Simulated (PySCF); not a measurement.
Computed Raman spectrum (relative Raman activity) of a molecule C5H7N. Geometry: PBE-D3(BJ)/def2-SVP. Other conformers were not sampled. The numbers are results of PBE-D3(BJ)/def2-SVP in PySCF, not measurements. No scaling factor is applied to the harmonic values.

ν (cm⁻¹): 453 (vw), 890 (vw), 917 (vw), 979 (vw), 1046 (vw), 1058 (vw), 1110 (vw), 1201 (w), 1242 (w), 1289 (vw), 1371 (w), 1386 (m), 1409 (w), 1591 (s), 1649 (m), 2973 (vs), 2985 (s), 3029 (s), 3048 (m), 3077 (m), 3096 (m), 3186 (m) (against the strongest line: vs over 80 %, s over 45 %, m over 15 %, w over 4 %, vw less)

Problem. Identify the compound among the candidates.
(A) C=C(C)CC#N
(B) NC1C=CC=C1
(C) C=C=C/C=N/C
(D) C=CC1=NCC1

Solution. D, C=CC1=NCC1
